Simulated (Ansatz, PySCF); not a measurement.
Stretching the O2–H3 bond in H2O2Pb (SMILES [OH][Pb][OH]) (multiplicity 1 held, fragments rigid). Energies count from the point at 0.966 Å.
Geometry at that point (charge 0, multiplicity 1):
```xyz
5

Pb     0.05785    -0.14199     0.22382
O      1.14579     1.30947    -0.81344
H      0.64588     1.61945    -1.58031
O     -1.53297     0.01325    -1.15853
H     -2.29199    -0.55789    -0.99685
```

R- and RO- levels are restricted; in cc, def2 and unpolarised 6-31G sets they are followed outwards from rest. U- levels take the lowest unrestricted solution at each point, which mixes spins at long bonds. Levels need not reach the same state.

Rows in LANL2DZ carry no dispersion term and start afresh at each structure. LANL2DZ brings its own core potentials from Na on.

Programs: Ansatz (Gaussian orbitals); PySCF for LANL2DZ rows. Each number belongs to the level named beside it. In def2 rows elements past Kr take small-core potentials, without spin–orbit coupling.

Problem. One of these levels gives 5.178 eV for the energy at R = 3.093 Å. Which one is it?
A) U-HF/def2-TZVPP
B) U-PBE/def2-TZVPP
C) R-HF/def2-TZVPP
D) R-BP86/LANL2DZ

Solution. B, U-PBE/def2-TZVPP. The others give 9.311 (R-HF/def2-TZVPP), 3.770 (U-HF/def2-TZVPP), 6.052 (R-BP86/LANL2DZ)

Doubts at one or more of the structures used: a restricted determinant that unrestricted orbitals would lower (R-HF/def2-TZVPP); a spin-contaminated determinant (U-HF/def2-TZVPP, U-PBE/def2-TZVPP).

Ansatz is a first-principles code.
